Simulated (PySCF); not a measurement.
## Nuclear quadrupole coupling in `O=CN[C@@H]1C[C@@H]2CC[C@@H]21`

Compound: C7H11NO.
Geometry (PBE0-D3(BJ)/def2-SVP, Å), atoms numbered from 1 in this order:
```xyz
20
C7H11NO angstrom
O      3.5635    0.0999   -1.3103
C      3.2368    0.1200   -0.1470
N      1.9655    0.2548    0.3119
C      0.8290    0.3927   -0.5511
C     -0.2429    1.4456   -0.1787
C     -1.3385    0.3656   -0.2540
C     -1.6394   -0.3291    1.0887
C     -0.5501   -1.3874    0.7897
C     -0.2537   -0.7151   -0.5613
H      3.9738    0.0324    0.6886
H      1.8255    0.2617    1.3143
H      1.2389    0.5484   -1.5583
H     -0.1193    1.9045    0.8158
H     -0.3338    2.2570   -0.9151
H     -2.1890    0.5634   -0.9208
H     -1.4811    0.2982    1.9809
H     -2.6522   -0.7525    1.1528
H      0.2987   -1.4433    1.4901
H     -0.9491   -2.4060    0.6836
H     -0.2678   -1.3583   -1.4523
```

Field gradients from the PBE0/pcSseg-1 density (PySCF, non-relativistic), principal values in atomic units, ordered |Vxx| ≤ |Vyy| ≤ |Vzz|:

| atom | Vxx | Vyy | Vzz |
| --- | --- | --- | --- |
| O1 | 0.7508 | 0.8367 | -1.5875 |
| N3 | 0.4291 | 0.4873 | -0.9163 |

Task: Find the asymmetry η = (Vxx − Vyy)/Vzz and the couplings χ = eQV/h (234.96 MHz × Q in barn × V in au), with Q(17O) = −0.0256 b, Q(14N) = 0.02044 b.

Result: 
| atom | environment | nucleus | η | χzz (MHz) | χxx (MHz) | χyy (MHz) |
| --- | --- | --- | --- | --- | --- | --- |
| O1 | amide oxygen | 17O | 0.05 | 9.55 | -4.52 | -5.03 |
| N3 | amide nitrogen | 14N | 0.06 | -4.401 | 2.061 | 2.340 |

The tensor is traceless: Vxx + Vyy + Vzz = 0.

Task: What is Vzz at N3 in SI units (1 au = 9.71736 × 10²¹ V/m²)?

Result: -0.9163 au = -8.905 × 10²¹ V/m².

Task: What couplings would deuterons (Q(2H) = 0.00286 b) have in place of the hydrogens, at this geometry?

Result: 
```json
{"atom": "H10", "bonded to": "C2", "bond length (Å)": "1.118", "Vzz (au)": "0.2547", "η": "0.06", "χzz (kHz)": "171"}
{"atom": "H11", "bonded to": "N3", "bond length (Å)": "1.012", "Vzz (au)": "0.3971", "η": "0.20", "χzz (kHz)": "267"}
{"atom": "H12", "bonded to": "C4", "bond length (Å)": "1.098", "Vzz (au)": "0.2774", "η": "0.07", "χzz (kHz)": "186"}
{"atom": "H13", "bonded to": "C5", "bond length (Å)": "1.102", "Vzz (au)": "0.2888", "η": "0.01", "χzz (kHz)": "194"}
{"atom": "H14", "bonded to": "C5", "bond length (Å)": "1.100", "Vzz (au)": "0.2931", "η": "0.01", "χzz (kHz)": "197"}
{"atom": "H15", "bonded to": "C6", "bond length (Å)": "1.099", "Vzz (au)": "0.2965", "η": "0.02", "χzz (kHz)": "199"}
{"atom": "H16", "bonded to": "C7", "bond length (Å)": "1.102", "Vzz (au)": "0.2899", "η": "0.01", "χzz (kHz)": "195"}
{"atom": "H17", "bonded to": "C7", "bond length (Å)": "1.100", "Vzz (au)": "0.2934", "η": "0.00", "χzz (kHz)": "197"}
{"atom": "H18", "bonded to": "C8", "bond length (Å)": "1.102", "Vzz (au)": "0.2918", "η": "0.02", "χzz (kHz)": "196"}
{"atom": "H19", "bonded to": "C8", "bond length (Å)": "1.099", "Vzz (au)": "0.2942", "η": "0.01", "χzz (kHz)": "198"}
{"atom": "H20", "bonded to": "C9", "bond length (Å)": "1.099", "Vzz (au)": "0.2946", "η": "0.02", "χzz (kHz)": "198"}
```

The structure is a single PBE0-D3(BJ)/def2-SVP conformer in the gas phase; no vibrational or solvent corrections. The basis is small and wasn't made for field gradients, so the couplings can be 20 % off.
